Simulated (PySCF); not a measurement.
# Deuteron quadrupole couplings in `C#C[SiH2]C[Si@@H](F)C(F)F`

Compound: C₄H₇F₃Si₂.
Atom-mapped SMILES: `[CH:1]#[C:2][SiH2:3][CH2:4][Si@@H:5]([F:6])[CH:7]([F:8])[F:9]` (hydrogens: H10 on C1; H11, H12 on Si3; H13, H14 on C4; H15 on Si5; H16 on C7)

Cartesian coordinates in Å at the GFN2-xTB level; atoms count from 1:
```xyz
16
C4H7F3Si2 angstrom
C      2.931    1.324    1.048
C      1.996    0.596    1.256
Si     0.561   -0.525    1.585
C      0.098   -1.308   -0.105
Si    -0.409   -0.077   -1.430
F     -0.869   -0.830   -2.789
C     -2.037    0.815   -0.881
F     -2.750    0.055    0.002
F     -1.760    1.976   -0.220
H      3.748    1.962    0.866
H      0.990   -1.601    2.489
H     -0.550    0.246    2.141
H      0.944   -1.893   -0.466
H     -0.720   -2.012    0.057
H      0.544    0.927   -1.864
H     -2.722    1.072   -1.700
```

Level: PBE0/pcSseg-1 (PySCF, non-relativistic); Q(2H) = 0.00286 b; rigid geometry, the same for H and D, with no vibrational averaging.

Question: Rank these positions by the coupling χzz of a deuteron there, largest first.
A. H14 (methylene hydrogen)
B. H10 (alkyne hydrogen)
C. H12 (Si–H hydrogen)
D. H16 (methine hydrogen)
E. H15 (Si–H hydrogen)

Answer: B (259 kHz), A (211 kHz), D (185 kHz), E (112 kHz), C (108 kHz).

Q: Give the electric field gradient Vzz (the principal value of largest size), its asymmetry and the 2H coupling at each hydrogen.

A: 
```csv
atom,bonded to,bond length (Å),Vzz (au),η,χzz (kHz)
H10,C1,1.053,0.3857,0.00,259
H11,Si3,1.470,0.1560,0.01,105
H12,Si3,1.462,0.1600,0.00,108
H13,C4,1.090,0.3189,0.01,214
H14,C4,1.092,0.3146,0.00,211
H15,Si5,1.451,0.1668,0.00,112
H16,C7,1.099,0.2747,0.06,185
```

Q: Average by the element that carries the hydrogen.

A: on C: 217 kHz over 4 positions, mean bond length 1.083 Å; on Si: 108 kHz over 3 positions, mean bond length 1.461 Å.

Geometry: GFN2-xTB, one conformer, isolated molecule. GFN2-xTB bond lengths can be off by several hundredths of an ångström, more for odd bonds, and the gradients follow them. With so small a basis the couplings can be 20 % off.
